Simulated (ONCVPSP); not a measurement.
## arsenic, ONCV: configuration errors across variants

```
Element                 : As (Z = 33)
Generator               : ONCVPSP 4.0.1
Type                    : optimised norm-conserving Vanderbilt (ONCV)
Functional              : PBE
Relativity              : scalar-relativistic
Frozen core             : [Ne]
Valence charge          : 23
Reference configuration : 3s2 3p6 3d10 4s2 4p3
Partial waves           : 3s+4s: rc 1.20 bohr, ncon 4, nbas 8, qcut 11.8 1/bohr, 2 projectors; 3p+4p: rc 1.00 bohr, ncon 4, nbas 9, qcut 16.1 1/bohr, 2 projectors; 3d: rc 0.90 bohr, ncon 4, nbas 9, qcut 16 1/bohr, 1 projector
Local potential         : polynomial inside 0.90 bohr (lpopt 5, dvloc0 3 Ha)
Core correction         : none
```

All-electron excitation energies from the reference (eV): (1) 3s2 3p6 3d10 4s2 4p2 9.149; (2) 3s2 3p6 3d10 4s2 4p1 27.068; (3) 3s2 3p6 3d10 4s2 4p0 54.771; (4) 3s2 3p5 3d10 4s2 4p3 144.408.

A true bound ghost makes a file unfit for plane-wave use even where its test errors are small: the radial tests pick states by their node count and pass the ghost by.

Errors AE − PS in meV (a dash: test not solved or not reliable):

```tsv
change	(1)	(2)	(3)	(4)	bound ghosts	GHOST(+) flags above zero
base	-0.6	-2.2	-4.5	-156	none	none
all radii scaled by about 0.78 (s 0.94, p 0.78, d 0.70 bohr); local potential polynomial inside 0.70 bohr (lpopt 5, dvloc0 3 Ha)	-0.8	-2.6	-5.2	-66	none	none
all radii scaled by about 0.88 (s 1.06, p 0.88, d 0.80 bohr); local potential polynomial inside 0.80 bohr (lpopt 5, dvloc0 3 Ha)	-0.3	-1.2	-3.9	-97	none	none
all radii scaled by about 0.96 (s 1.16, p 0.96, d 0.86 bohr); local potential polynomial inside 0.86 bohr (lpopt 5, dvloc0 3 Ha)	-0.8	-2.5	-4.8	-125	none	none
all radii scaled by about 1.07 (s 1.28, p 1.08, d 0.96 bohr); local potential polynomial inside 0.96 bohr (lpopt 5, dvloc0 3 Ha)	-0.7	-2.3	-4.9	-195	none	none
all radii scaled by about 1.15 (s 1.38, p 1.16, d 1.04 bohr); local potential polynomial inside 1.04 bohr (lpopt 5, dvloc0 3 Ha)	-0.8	-2.6	-5.5	-248	none	none
all radii scaled by about 1.20 (s 1.44, p 1.20, d 1.08 bohr); local potential polynomial inside 1.08 bohr (lpopt 5, dvloc0 3 Ha)	-0.9	-2.8	-5.9	-270	none	none
all radii scaled by about 1.26 (s 1.50, p 1.26, d 1.14 bohr); local potential polynomial inside 1.14 bohr (lpopt 5, dvloc0 3 Ha)	-1.0	-3.0	-6.4	-294	none	none
all radii scaled by about 1.32 (s 1.58, p 1.32, d 1.18 bohr); local potential polynomial inside 1.18 bohr (lpopt 5, dvloc0 3 Ha)	-1.2	-4.9	-14	-307	s	none
```

Task: Give the same row for: all radii scaled by about 0.83 (s 1.00, p 0.82, d 0.74 bohr); local potential polynomial inside 0.74 bohr (lpopt 5, dvloc0 3 Ha).

Result: -0.4, -1.4, -3.1, -73; bound ghosts: none; GHOST(+) flags above zero: none.
